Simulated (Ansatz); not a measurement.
Ansatz results at the PBE0-D4/def2-TZVP geometry: ideal-gas entropy at 298 K and 1 bar (rigid rotor, harmonic PBE0-D4/def2-TZVP) 297 J/(mol·K); zero-point energy (PBE0-D4/def2-TZVP) 119.1 kJ/mol; size of the dipole moment (B3LYP/def2-TZVPP) 1.87 D.

Which molecule gave them?
A. `C=C[SiH]Cl`•
B. `C#[C][Al][CH3]`•
C. `CB([O])F`•
D. `[O][GaH][Cl]`•

C. The others give `C#[C][Al][CH3]`•: 330, 140.0, 0.29; `[O][GaH][Cl]`•: 302, 25.9, 1.99; `C=C[SiH]Cl`•: 324, 135.9, 1.84.

B3LYP here is the variant with VWN-RPA as its local correlation; programs differ in this.
